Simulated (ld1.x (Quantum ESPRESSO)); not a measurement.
Transferability test, TM potential for chlorine (Cl)

* Element: chlorine
* Generator: ld1.x (Quantum ESPRESSO) 7.5
* Type: norm-conserving Troullier–Martins (Kleinman–Bylander form)
* Functional: PBE
* Relativity: fully relativistic
* Frozen core: [Ne]
* Valence charge: 7
* Reference configuration: 3s2 3p5
* Partial waves: 3p (bound): rc 1.25 bohr; 3s (bound): rc 0.95 bohr
* Local potential: the s channel
* Core correction: none

Open shells are filled in proportion to 2j + 1 (rel_dist='average').

Energies are relative to the spin-unpolarised reference configuration 3s2 3p5; without spin polarisation the order of configurations can differ from experiment.

Task: Give the all-electron excitation energy and the error of the potential for: 3s2 3p4; 3s2 3p3; 3s2 3p2; 3s2 3p4.5; 3s1 3p5; 3s2 3p1; 3s2 3p5.3.

Result:

```tsv
valence configuration	charge	ΔE all-electron (eV)	error AE − PS (meV)
3s2 3p4	+1	13.876	+6.0
3s2 3p3	+2	39.323	+38
3s2 3p2	+3	77.631	+126
3s2 3p4.5	+0.5	5.583	+1.2
3s1 3p5	+1	26.584	+24
3s2 3p1	+4	129.874	+323
3s2 3p5.3	-0.3	-2.138	+0.2
```

Levels in the configuration 3s2 3p3:

```
   level  all-electron (eV)  pseudo (eV)
3s j=1/2            -44.914      -44.880
3p j=1/2            -31.791      -31.736
3p j=3/2            -31.628      -31.576
```
